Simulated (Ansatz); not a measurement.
Isolated molecules relaxed with PBE0-D4/def2-TZVP in Ansatz; ΔE leaves out vibrations. CBS: MP2 limit from def2 TZ/QZ plus the TZ coupled-cluster correction, frozen cores. This one scheme is used for every species. DFT in def2-TZVPP. For Ge outer-core shells are correlated without core-valence functions, which leaves a few kJ/mol of doubt a bond. Scalar relativity is left out up to krypton. Each species was taken in one conformer, which may not be the lowest.

Reaction (cleavage of the Ge–Si bond): `[GeH3][SiH2][SiH2][SiH2][GeH3]` + `N[SiH2][SiH3]` → `[SiH3][SiH2][NH][GeH3]` + `[SiH3][SiH2][SiH2][GeH3]`

```
       level  ΔE (kcal/mol)
     BLYP-D4            4.6
   CAM-B3LYP            2.3
 HF/def2-SVP           -1.6
HF/CBS(def2)           -1.6
```

Task: What does CCSD(T)/CBS give? (Best estimate.)

Result: Computed: +4.0 kcal/mol. The listed levels differ from it by 0.6, -1.7, -5.6, -5.6 kcal/mol.

Largest T1 diagnostic among the species: 0.013.

Leaving LDA and LC-ωPBE aside and taking each functional with its dispersion term where it has one, the values, not all of them listed here, spread over 4.7 kcal/mol, from B2PLYP to PBE-D4. LDA lies +0.9 kcal/mol from PBE without D4. The D4 term adds +1.3 kcal/mol with B3LYP and +0.8 kcal/mol with PBE0; it sums over pairs of atoms, weighted by their polarisabilities, and B3LYP, whose exchange is more repulsive, gets the larger term.

B3LYP here is the variant with VWN-RPA as its local correlation; programs differ in this.
